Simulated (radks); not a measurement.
Excited configurations of Te: one electron is placed in a higher orbital outside [Kr] 4d10 5s2 5p3. The ground configuration is [Kr] 4d10 5s2 5p4. Calculated with a radial shooting solver on a logarithmic mesh with Libxc functionals: scalar-relativistic Kohn-Sham, r2SCAN, spin-polarised, spherical densities, finite nucleus; open shells are filled with parallel spins first (spin-orbit coupling, left out, can overturn this in heavy ions); meta-GGA in the generalised Kohn-Sham scheme; Fermi nuclear charge, rms radius 4.7423 fm. Excitation = E - E(ground); binding = E(ion) - E, where the ion is the core of charge +1; n* = 1/sqrt(2 binding) in atomic units, and the quantum defect is n - n*.

| outer orbital | excitation (eV) | binding (eV) | n* | quantum defect | eigenvalue (eV) | <r> (bohr) |
|---|---|---|---|---|---|---|
| 5d | 6.403 | 1.999 | 2.609 | 2.391 | -0.638 | 7.135 |
| 6s | 5.008 | 3.394 | 2.002 | 3.998 | -2.066 | 6.307 |
| 7s | 6.845 | 1.557 | 2.956 | 4.044 | -0.962 | 13.57 |
| 7p | 7.220 | 1.182 | 3.393 | 3.607 | -0.732 | 17.39 |
| 7f | 8.080 | 0.323 | 6.495 | 0.505 | -0.209 | 64.36 |

The Delta-SCF ionisation energy is 8.402 eV (NIST Atomic Spectra Database: 9.010 eV, measured). Self-interaction in the functional shifts the binding energies and quantum defects, so they are the method's values and not measured ones. Open shells are spherical and high-spin; term and fine-structure splittings are not resolved. Spin-orbit splitting is averaged out at the scalar-relativistic level.
